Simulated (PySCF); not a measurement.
Isomers of C5H9ClO2, one conformer each; single-point electronic energies without zero-point terms and without any empirical dispersion term.

Computed with PySCF at CAM-B3LYP/def2-SVPD, non-relativistic, each on one gas-phase PBE0-D3(BJ)/def2-SVP geometry that isn't relaxed in the solvent. The solvent is an IEF-PCM continuum (Bondi radii, 1.10 Å for H, scaled by 1.2). The model holds no explicit solvent molecules, cavitation or dispersion.

```
              isomer  relative energy, gas (kJ/mol)  dipole (D)
  `CC(C)(Cl)CC(=O)O`                            0.0        1.72
`CC(=O)O[C@H](C)CCl`                           33.4        1.74
  `ClC[C@@H]1CCOCO1`                          120.3        0.98
    `C(COCC(Cl)=C)O`                          205.1        1.60
```

Problem. How do the relative energies look in chloroform (ε = 4.711)?

Solution. 
```tsv
isomer	relative energy, solvent (kJ/mol)	E(solvent) − E(gas) (kJ/mol)	dipole in solvent (D)
`CC(C)(Cl)CC(=O)O`	0.0	-22.7	2.10
`CC(=O)O[C@H](C)CCl`	35.8	-20.3	2.11
`ClC[C@@H]1CCOCO1`	125.1	-17.9	1.23
`C(COCC(Cl)=C)O`	208.3	-19.5	1.96
```

The order is unchanged. Conformers: `[CH3:1][C:2]([CH3:3])([Cl:4])[CH2:5][C:6](=[O:7])[OH:8]` with C1–C2–C5–C6 66°, C2–C5–C6–O7 -7°, C5–C6–O8–H 179°; `[CH3:1][C:2](=[O:3])[O:4][C@H:5]([CH3:6])[CH2:7][Cl:8]` with C1–C2–O4–C5 -178°, C2–O4–C5–C6 -162°, O4–C5–C7–Cl8 58°; `[Cl:1][CH2:2][C@@H:3]1[CH2:4][CH2:5][O:6][CH2:7][O:8]1` with Cl1–C2–C3–C4 -65°, C2–C3–C4–C5 -171°, C3–C4–C5–O6 53°, C4–C5–O6–C7 -57°, C5–O6–C7–O8 61°; `[CH2:1]=[C:2]([Cl:3])[CH2:4][O:5][CH2:6][CH2:7][OH:8]` with C1–C2–C4–O5 3°, C2–C4–O5–C6 -177°, C4–O5–C6–C7 -172°, O5–C6–C7–O8 60°, C6–C7–O8–H -50°. `CC(C)(Cl)CC(=O)O` gains most from the continuum, while `CC(=O)O[C@H](C)CCl` has the largest gas-phase dipole. The gains span 4.8 kJ/mol, the gas-phase energies 205.1 kJ/mol.
